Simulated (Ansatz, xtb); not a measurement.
# Relative energy of two structures of BrGeH5Si

Structure I: `[SiH3][GeH2][Br]`, a singlet. Structure II: a triplet given by its coordinates. Both are isolated molecules in the gas phase, relaxed with PBE0-D3(BJ)/def2-SVP.

I (Å):

```xyz
8

Br   -3.0545    1.3247   -2.8563
Ge   -1.8512    2.1533   -1.0452
Si   -2.1929    0.5860    0.7138
H    -3.6541    0.5074    1.0039
H    -1.6852   -0.7448    0.2701
H    -1.4585    1.0219    1.9408
H    -0.3884    2.2665   -1.5087
H    -2.4127    3.5558   -0.7533
```

II (Å):

```xyz
8

Br   -4.8852    0.2820   -1.6323
Ge   -0.9497    2.4457   -0.8286
Si   -2.0963    0.6656    0.2392
H    -3.4536    0.5107   -0.6784
H    -1.3589   -0.6281    0.1515
H    -2.5631    0.9038    1.6402
H     0.4188    2.7710   -0.1895
H    -1.8095    3.7202   -0.9370
```

Close contacts (Å): Ge2–Si3 2.37, Br1–H4 1.74, Ge2–H7 1.55, Ge2–H8 1.54, Si3–H4 1.65, Si3–H5 1.49, Si3–H6 1.50.

Estimate E(II) − E(I) at the level CCSD(T)/def2-TZVP.

Calculated at CCSD(T)/def2-TZVP: E(II) − E(I) = +84.9 kcal/mol, so structure I lies lower.

Level by level:

```json
{"level": "PBE0-D3(BJ)/def2-SVP", "geometry": "PBE0-D3(BJ)/def2-SVP", "E(II) − E(I) (kcal/mol)": "+77.9", "departure from the last row (kcal/mol)": "−6.9", "job, with rough time for the two": "optimisation, 6.3 min"}
{"level": "HF/def2-TZVP", "geometry": "PBE0-D3(BJ)/def2-SVP", "E(II) − E(I) (kcal/mol)": "+75.1", "departure from the last row (kcal/mol)": "−9.8", "job, with rough time for the two": "part of the CCSD(T) run"}
{"level": "MP2/def2-TZVP", "geometry": "PBE0-D3(BJ)/def2-SVP", "E(II) − E(I) (kcal/mol)": "+88.5", "departure from the last row (kcal/mol)": "+3.6", "job, with rough time for the two": "part of the CCSD(T) run"}
{"level": "CCSD(T)/def2-TZVP", "geometry": "PBE0-D3(BJ)/def2-SVP", "E(II) − E(I) (kcal/mol)": "+84.9", "departure from the last row (kcal/mol)": "", "job, with rough time for the two": "single point, 3.1 min"}
```

None of the levels shown reverses the order. The largest departure from CCSD(T)/def2-TZVP is that of HF/def2-TZVP, 9.8 kcal/mol. Levels run at GFN2-xTB geometries aren't shown. The triplet state of II needn't be its ground state.

With harmonic frequencies from PBE0-D3(BJ)/def2-SVP (ideal gas, rigid rotor, one conformer each, 298.15 K, 1 atm): on the last row, ΔE + ΔZPE = +81.1 kcal/mol. A mode under 50 cm⁻¹ makes harmonic enthalpies and free energies unreliable, so none is given.

Open shells are spin-unrestricted. The correlated steps freeze 23 core orbitals; the filled d shell of Br and Ge is correlated, in a basis made for valence electrons. ΔG holds the spin degeneracy. Programs: Ansatz 0.2.0; the last row on 2 threads of Intel(R) Xeon(R) Platinum 8488C (Sapphire Rapids) on a shared host.
